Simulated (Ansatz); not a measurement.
Geometry optimisation, Ansatz, RKS B3LYP/def2-mTZVP.

The input (input.yaml):

```yaml
crystal:
  periodic: [false, false, false]
  atoms:
    - { symbol: Zn, position_ang: [-0.872898, 0.0, -0.600551] }
    - { symbol: Cl, position_ang: [0.086405, 0.0, 2.70504] }
    - { symbol: Cl, position_ang: [0.616604, 0.0, -2.109521] }
    - { symbol: H, position_ang: [-2.027034, 0.0, 0.450401] }
    - { symbol: H, position_ang: [-1.087977, 0.0, 2.058031] }
basis:
  gaussian: { orbitals: def2-mTZVP }
hamiltonian:
  xc: b3lyp
relax:
  f_tol: 0.03
  max_steps: 50
```

Command:

```bash
$ ansatz run input.yaml --threads 2 --pin off --max-ram 3072MiB --backend cpu --events-out ev --progress --plain --runs-dir out
```

Where does it end, and by what steps?

The forces met the threshold. After 15 steps the energy has fallen by 0.109 eV; H5 moved furthest, 0.81 Å.

```csv
step,energy less start (eV),largest force component (eV/Å),accepted
0,0.0000,0.796,yes
1,-0.0424,0.477,yes
2,-0.0519,0.338,yes
3,-0.0571,0.205,yes
4,-0.0616,0.055,yes
5,-0.0626,0.102,yes
6,-0.0632,0.186,yes
7,-0.0335,1.369,no
8,-0.0674,0.033,yes
9,-0.0686,0.524,yes
10,-0.0722,0.624,yes
11,-0.0820,0.289,yes
12,-0.0911,0.294,yes
13,-0.1022,0.338,yes
14,-0.1075,0.152,yes
15,-0.1094,0.014,yes
```

```xyz
5
Properties=species:S:1:pos:R:3
Zn -1.027 0.000 -0.661
Cl 0.227 0.000 2.132
Cl 0.834 0.000 -1.712
H -2.457 0.000 -0.097
H -0.862 0.000 2.841
```

Whether the end is a true minimum wasn't checked by a vibrational analysis.

Time of the run: 33 s on 2 threads of Arm Neoverse V1, on a shared host, peak memory 0.17 GiB.
